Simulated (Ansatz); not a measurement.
[InCl4]- (InCl₄⁻). The state is a singlet with charge -1. Geometry PBE-D4/def2-SVPD.

```xyz
5

In    0.000    0.000    0.000
Cl    0.581    2.345   -0.280
Cl    2.033   -1.322    0.193
Cl   -1.277   -0.755   -1.928
Cl   -1.337   -0.269    2.014
```

In the def2 sets In takes a core potential; there is no spin–orbit coupling.

**Question.** Estimate the orbital energies around the gap (eV) in Ansatz with PBE-D4/def2-SVPD, PBE-D4/def2-TZVPD, revPBE-D4/def2-TZVPD, BHLYP-D4/def2-TZVPD, ωB97X-V/def2-TZVPD.

**Answer.** 
```csv
orbital,PBE-D4/def2-SVPD,PBE-D4/def2-TZVPD,revPBE-D4/def2-TZVPD,BHLYP-D4/def2-TZVPD,ωB97X-V/def2-TZVPD
HOMO−9,-4.92,-4.77,-4.70,-7.35,-8.60
HOMO−8,-4.92,-4.77,-4.70,-7.35,-8.59
HOMO−7,-3.78,-3.69,-3.63,-6.41,-7.64
HOMO−6,-3.78,-3.69,-3.63,-6.41,-7.64
HOMO−5,-3.70,-3.61,-3.55,-6.20,-7.39
HOMO−4,-3.70,-3.61,-3.55,-6.20,-7.39
HOMO−3,-3.70,-3.61,-3.55,-6.20,-7.39
HOMO−2,-3.50,-3.43,-3.38,-6.10,-7.30
HOMO−1,-3.50,-3.43,-3.38,-6.10,-7.30
HOMO,-3.50,-3.43,-3.38,-6.10,-7.30
LUMO,0.64,0.77,0.88,2.39,3.39
LUMO+1,2.99,2.87,2.80,3.75,4.51
LUMO+2,3.51,3.10,3.04,3.78,4.51
LUMO+3,3.51,3.10,3.04,3.78,4.51
LUMO+4,3.51,3.10,3.04,3.78,4.56
LUMO+5,4.45,4.15,4.05,4.80,5.54
```
